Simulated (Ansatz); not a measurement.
A further run on the cluster Sr4Te4.

```yaml
crystal:
  periodic: [false, false, false]
  atoms:
    - {symbol: Sr, position_ang: [-3.612427, -0.076500, -0.300406]}
    - {symbol: Sr, position_ang: [-0.075059, 3.670527, 0.111299]}
    - {symbol: Sr, position_ang: [0.075837, -3.670345, -0.113373]}
    - {symbol: Sr, position_ang: [3.612133, 0.075409, 0.304078]}
    - {symbol: Te, position_ang: [2.976904, -2.896065, 0.349436]}
    - {symbol: Te, position_ang: [-3.008196, 2.885665, 0.008896]}
    - {symbol: Te, position_ang: [-2.862371, -3.013317, -0.519957]}
    - {symbol: Te, position_ang: [2.893190, 3.024615, 0.160037]}
basis:
  gaussian: {orbitals: def2-mTZVP, final_grid: {core_spheres: 20, valence_spheres: 16, degree: 47}}
hamiltonian: {xc: {name: wPBEh}}
scf: {lower_state_search: off}
output: {forces: true}
```

```sh
$ ansatz run in.yaml --threads 4 --pin off --events-out ev --progress --plain --max-ram 4787MiB
```

It prints (some lines left out):

```
Functional definition: wPBEh
2864 factors; integrals over basis functions are off by at most 1.2e-4 eV
268 factors; integrals over basis functions are off by at most 4.3e-6 eV
mean field evaluation 1: about -32521.5269 eV, gradient 4.0e1 eV
mean field evaluation 2: about -32510.6317 eV, gradient 7.0e1 eV
mean field evaluation 4: about -32528.4941 eV, gradient 4.9e0 eV
mean field evaluation 8: about -32528.9255 eV, gradient 3.9e-1 eV
mean field evaluation 16: about -32528.9262 eV, gradient 3.5e-4 eV
mean field -32528.92623795 eV, -1195.4159903466 hartree, gradient 8.8e-6 eV, S^2 0.000000; 0 other end points of the search recorded, 0 dependent functions left out
reference -32528.92630705 eV, -1195.4159928859 hartree; 68, 68 occupied and 208, 208 virtual orbitals, 2864 factors
Total energy: -32528.92630705 eV, -1195.4159928859 hartree
Atom 0 at    -3.612427    -0.076500    -0.300406 Å, force     0.018187     0.001149     0.000355 eV/Å
Atom 1 at    -0.075059     3.670527     0.111299 Å, force    -0.000235    -0.021310    -0.001468 eV/Å
Atom 2 at     0.075837    -3.670345    -0.113373 Å, force    -0.000005     0.021002     0.001073 eV/Å
Atom 3 at     3.612133     0.075409     0.304078 Å, force    -0.017914    -0.000755    -0.000934 eV/Å
Atom 4 at     2.976904    -2.896065     0.349436 Å, force    -0.010800     0.008887    -0.002028 eV/Å
Atom 5 at    -3.008196     2.885665     0.008896 Å, force     0.010672    -0.008846     0.001109 eV/Å
Atom 6 at    -2.862371    -3.013317    -0.519957 Å, force     0.011019     0.009864     0.002386 eV/Å
Atom 7 at     2.893190     3.024615     0.160037 Å, force    -0.010925    -0.009991    -0.000492 eV/Å
Dipole moment:     0.000874    -0.001598     0.002547 e Å
Checks for a lower state left out: stability, starts, cluster_reference, orbital_swaps, neighbouring_geometries, increment
```

It took 20 s on 4 threads of Arm Neoverse V1 on a shared host, peak host memory 1.3 GiB.

In the def2 sets Sr, Te take a core potential; there is no spin–orbit coupling.
